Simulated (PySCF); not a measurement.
# The third ionisation energy along the third row

Calculated with PySCF 2.14 from differences of total energies of unrestricted determinants, without spin-orbit coupling. Values in eV. The last column holds reference values (NIST; (s) semi-empirical, (t) theoretical, else measured). Unmarked ones compare directly (S terms, centres of terms, or small fine structure); those marked * lie between the lowest fine-structure levels and include a spin-orbit shift.

```tsv
element	configurations	UHF	MP2 (valence and next inner shell)	SCS-MP2 (valence and next inner shell)	LDA	r2SCAN	MP2 (valence)	reference
Al (x2c-TZVPPall, spin-free X2C)	[Ne] 3s1 → [Ne]	28.070	28.311	28.261	28.828	28.400	n/a	28.448
Si (x2c-TZVPPall, spin-free X2C)	[Ne] 3s2 → [Ne] 3s1	32.042	33.132	33.253	33.629	32.957	32.900	33.493
P (x2c-TZVPPall, spin-free X2C)	[Ne] 3s2 3p1 → [Ne] 3s2	29.577	29.875	29.859	30.212	30.359	29.863	30.203 *
S (x2c-TZVPPall, spin-free X2C)	[Ne] 3s2 3p2 → [Ne] 3s2 3p1	34.139	34.634	34.533	34.866	35.006	34.613	34.86 ± 0.04 (s) *
Cl (x2c-TZVPPall, spin-free X2C)	[Ne] 3s2 3p3 → [Ne] 3s2 3p2	38.940	39.613	39.410	39.651	39.817	39.588	39.8 ± 0.11 (s) *
Ar (x2c-TZVPPall, spin-free X2C)	[Ne] 3s2 3p4 → [Ne] 3s2 3p3	39.362	40.183	40.257	40.832	40.670	40.160	40.735 ± 0.012 (s) *
```

"Valence" correlates the outer s and p shells and, in groups 3 to 12 and the f block, the outer d or f shell, open or full, or the next shell where the ion has no valence electron left; the wider scheme adds the next inner shell.
